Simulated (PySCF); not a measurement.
# One molecule, several mistakes: BClGeH2N cation

Calculated results; nothing here was measured. The program is PySCF 2.14.0, an open-source quantum chemistry code, run on an isolated molecule that a program drew, which may never have been made. The molecule is BClGeH2N cation (charge +1, singlet), drawn as the SMILES string `N=[B][GeH+][Cl]`.

Each row is a Hartree-Fock (HF) and frozen-core CCSD(T) single point in the cc-pV(D+d)Z basis, meant for a local HF minimum. Run 1 is clean. Each other run has one planted mistake out of seven kinds, and not every kind appears here: one electron removed, one electron added, multiplicity raised by two, geometry at a saddle point, minimal basis STO-3G, one bond length entered in bohr, all coordinates scaled. The reference is restricted for singlets and unrestricted otherwise, and also for a bond in bohr. Adding or removing an electron swaps singlet and doublet. Electrons count all cores. HOMO and LUMO are orbital energies over both spins, the gradient is its largest component, and the lowest frequency (negative if imaginary) is given only where the gradient is small. Bond lengths are over the 5 bonds as drawn. T1 is the CCSD diagnostic: over 0.02 (restricted) or 0.045 (unrestricted) a single reference is doubtful. Germanium has the cc-pVDZ-PP basis, with a core potential (ECP10MDF) in place of its 10 inner electrons, and its 3s, 3p and 3d shells are frozen in CCSD(T).

Geometry of the clean run:
```xyz
6
BClGeH2N cation, angstrom
N    -0.6023   -1.2850   -0.7337
B    -0.3508   -0.5676    0.2100
Ge    0.1042    0.6045    1.7797
Cl   -1.3028    1.9617    2.4277
H    -0.8150   -1.8697   -1.5079
H     1.3909    0.6114    2.5659
```

| run | electrons | basis functions | <S^2> | HOMO (eV) | LUMO (eV) | gradient (hartree/bohr) | lowest frequency (cm^-1) | mean bond (Å) | longest bond (Å) | T1 | HF (hartree) | CCSD(T) (hartree) | mistake |
|---|---|---|---|---|---|---|---|---|---|---|---|---|---|
| 1 | 62 | 84 | 0.000 | -16.97 | -6.26 | 2.1e-05 | 97 | 1.5567 | 2.060 | 0.0196 | -832.93438 | -833.43867 | no fault |
| 2 | 62 | 84 | 1.023 | -15.92 | -6.76 | 9.2e-03 | - | 1.9232 | 3.892 | 0.0206 | -832.83377 | -833.30189 | one bond length entered in bohr |
| 3 | 62 | 84 | 0.000 | -16.16 | -6.51 | 8.9e-02 | - | 1.6813 | 2.224 | 0.0241 | -832.89320 | -833.41674 | all coordinates scaled |
| 4 | 63 | 84 | 0.773 | -7.69 | 1.15 | 3.0e-02 | - | 1.5567 | 2.060 | 0.0163 | -833.19050 | -833.69524 | ? |
| 5 | 62 | 84 | 2.020 | -13.03 | -7.37 | 1.6e-01 | - | 1.5567 | 2.060 | 0.0175 | -832.84811 | -833.29918 | ? |

**Which mistake was planted in run 4, and what did it cost?**

It counts 63 electrons, one more than the clean run, at the same geometry and basis. So the mistake is: one electron added. Subtracting run 1 and multiplying by 627.51 kcal/mol a hartree, the energy moved by -160.7 kcal/mol in HF and -161.0 kcal/mol in CCSD(T).

**Which mistake was planted in run 5, and what did it cost?**

Electrons, basis and geometry are unchanged, and <S^2> is 2.020, beside S(S+1) = 2.00 for a multiplicity of 3. So the mistake is: multiplicity raised by two. Subtracting run 1 and multiplying by 627.51 kcal/mol a hartree, the energy moved by 54.1 kcal/mol in HF and 87.5 kcal/mol in CCSD(T).

Cautions from the logs. Run 3: T1 is over the limit, so its CCSD(T) energy is less reliable.
